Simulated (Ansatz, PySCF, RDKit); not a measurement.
Complex: NH3 (SMILES N) (first 4 atoms) with H2S (SMILES S); geometry from B3LYP-D3(BJ)/def2-TZVP.
(charge 0, multiplicity 1):
| atom | x (Å) | y (Å) | z (Å) |
|---|---|---|---|
| N | 0.0062 | 0.1635 | 0.3251 |
| H | -0.7772 | -0.4607 | 0.1701 |
| H | -0.1930 | 1.0317 | -0.1588 |
| H | 0.8211 | -0.2526 | -0.1111 |
| S | 0.6662 | 0.8123 | 3.7092 |
| H | -0.3051 | 0.0025 | 4.1592 |
| H | 0.3880 | 0.5430 | 2.4079 |

Counterpoise-corrected where a basis set is named; no monomer relaxation. Rows marked so take none. RDKit's UFF carries no charges.

Rows in 6-31G* carry no dispersion term and start afresh at each structure (6-31G* with six Cartesian d functions).

Codes used: Ansatz (an electronic-structure program); PySCF for 6-31G* rows, the dispersion terms; RDKit for the force fields. Each number belongs to the level named beside it.

One of these levels gives 262.6 meV for the interaction energy. Name it.
A. HF/6-31G* (no counterpoise)
B. PBE0-D3(BJ)/def2-TZVPPD
C. BHLYP-D3(BJ)/def2-TZVPPD
D. UFF

D, UFF. The others give -143.7 (HF/6-31G* (no counterpoise)), -188.8 (PBE0-D3(BJ)/def2-TZVPPD), -160.4 (BHLYP-D3(BJ)/def2-TZVPPD)
